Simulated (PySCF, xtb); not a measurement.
C2H3BClF, SMILES C=CB(F)Cl. One conformer was computed; it need not be the lowest.

Harmonic wavenumbers (cm⁻¹) from xtb with GFN2-xTB at its own minimum, in rising order: 96, 160, 324, 336, 443, 562, 621, 937, 938, 1034, 1068, 1210, 1292, 1400, 1646, 3052, 3092, 3120.

### Question
What does ωB97X-D3(BJ)/def2-SVP run with PySCF 2.14.0 give at its own minimum? (Estimate from the structure and the level; the computed values follow.)

### Answer
106, 202, 375, 406, 461, 614, 697, 985, 1042, 1053, 1163, 1277, 1364, 1448, 1726, 3162, 3189, 3263. Paired by order, the mean absolute difference is 67 cm⁻¹ and the zero-point energies are 30.5 and 32.2 kcal/mol.
